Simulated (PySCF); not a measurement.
C5HF3O.
Atom-mapped SMILES: `[CH:1]#[C:2][C:3](=[O:4])[C:5]([F:6])=[C:7]([F:8])[F:9]` (hydrogens: H10 on C1)

Geometry (GFN2-xTB, Å), atoms numbered from 1 in this order:
```xyz
10
C5HF3O angstrom
C      2.595    0.893    0.324
C      1.586    0.520   -0.211
C      0.397    0.076   -0.880
O      0.293   -0.057   -2.073
C     -0.716   -0.211    0.069
F     -0.475   -0.018    1.378
C     -1.930   -0.645   -0.295
F     -2.297   -0.875   -1.531
F     -2.916   -0.897    0.543
H      3.472    1.219    0.802
```

Level of theory: PBE0/def2-SVPD in PySCF (dipole) on a GFN2-xTB geometry, gas phase.

Take the most abundant isotopes and a rigid rotor. The values belong to one conformer with, in the numbering `[CH:1]#[C:2][C:3](=[O:4])[C:5]([F:6])=[C:7]([F:8])[F:9]`, C2–C3–C5–F6 0°.

**Question.** What are A, B and C (cm⁻¹)?

**Answer.** Ia = 158.37, Ib = 443.42, Ic = 601.79 u·Å²; 505379 MHz·u·Å²/I gives 3191, 1140 and 839.8 MHz, that is A = 0.10645, B = 0.03802, C = 0.02801 cm⁻¹.

**Question.** What kind of rotor is it?

**Answer.** An asymmetric top: κ = (2 × 1140 − 3191 − 839.8)/(3191 − 839.8) = -0.74.

**Question.** Is it planar, by Δ = Ic − Ia − Ib?

**Answer.** Planar: Δ = Ic − Ia − Ib = 0.00 u·Å². For a rigid frame Δ = −2 Σ m c², so it vanishes when all atoms lie in the ab plane; here none is more than 0.01 Å from it.

**Question.** Where do the levels up to J = 5 lie, in K?

**Answer.** Above 0(0,0), as E/k:
J = 1: 1(0,1) 0.095, 1(1,1) 0.193, 1(1,0) 0.208
J = 2: 2(0,2) 0.284, 2(1,2) 0.369, 2(1,1) 0.412, 2(2,1) 0.708, 2(2,0) 0.709
J = 3: 3(0,3) 0.563, 3(1,3) 0.632, 3(1,2) 0.718, 3(2,2) 0.993, 3(2,1) 1.000, 3(3,1) 1.522, 3(3,0) 1.522
J = 4: 4(0,4) 0.929, 4(1,4) 0.980, 4(1,3) 1.123, 4(2,3) 1.371, 4(2,2) 1.393, 4(3,2) 1.904, 4(3,1) 1.905, 4(4,1) 2.642, 4(4,0) 2.642
J = 5: 5(0,5) 1.378, 5(1,5) 1.414, 5(1,4) 1.627, 5(2,4) 1.843, 5(2,3) 1.890, 5(3,3) 2.384, 5(3,2) 2.386, 5(4,2) 3.120, 5(4,1) 3.120, 5(5,1) 4.068, 5(5,0) 4.068

**Question.** Predict some low-J microwave lines.

**Answer.** The dipole components are |μa| = 1.20 D, |μb| = 1.92 D, |μc| = 0.00 D; the mirror of this Cs structure is the ab plane, so μc vanishes by symmetry (the 0.01 D computed is a residue) and there are no c-type lines. Intensities carry the squares of the components, which stand as 0.39 : 1.00 (a : b). Some lines, for components of 0.1 D or more:

```json
{"type": "b", "branch": "R", "J(Ka,Kc)": "2(0,2) ← 1(1,1)", "MHz": "1877", "lower level (cm⁻¹)": "0.134"}
{"type": "a", "branch": "R", "J(Ka,Kc)": "1(0,1) ← 0(0,0)", "MHz": "1980", "lower level (cm⁻¹)": "0.000"}
{"type": "b", "branch": "Q", "J(Ka,Kc)": "2(1,1) ← 2(0,2)", "MHz": "2682", "lower level (cm⁻¹)": "0.197"}
{"type": "a", "branch": "R", "J(Ka,Kc)": "2(1,1) ← 1(1,0)", "MHz": "4259", "lower level (cm⁻¹)": "0.144"}
{"type": "a", "branch": "R", "J(Ka,Kc)": "3(1,3) ← 2(1,2)", "MHz": "5470", "lower level (cm⁻¹)": "0.257"}
{"type": "b", "branch": "R", "J(Ka,Kc)": "2(1,2) ← 1(0,1)", "MHz": "5711", "lower level (cm⁻¹)": "0.066"}
{"type": "a", "branch": "R", "J(Ka,Kc)": "3(2,2) ← 2(2,1)", "MHz": "5939", "lower level (cm⁻¹)": "0.492"}
{"type": "a", "branch": "R", "J(Ka,Kc)": "3(2,1) ← 2(2,0)", "MHz": "6059", "lower level (cm⁻¹)": "0.493"}
{"type": "a", "branch": "R", "J(Ka,Kc)": "3(1,2) ← 2(1,1)", "MHz": "6368", "lower level (cm⁻¹)": "0.287"}
{"type": "b", "branch": "Q", "J(Ka,Kc)": "3(2,2) ← 3(1,3)", "MHz": "7522", "lower level (cm⁻¹)": "0.439"}
{"type": "b", "branch": "R", "J(Ka,Kc)": "3(3,1) ← 2(2,0)", "MHz": "16933", "lower level (cm⁻¹)": "0.493"}
```

**Question.** Estimate the classical rotational partition function at 10 K, 50 K and 298.15 K.

**Answer.** Point group Cs, symmetry number σ = 1; q = (√π/σ)·√((kT/h)³/(ABC)), k/h = 20836.6 MHz/K: 3050 at 10 K, 34100 at 50 K, 497000 at 298.15 K.

No frequency check. Constants of a rigid frame at the computed geometry: no zero-point averaging, no centrifugal distortion.
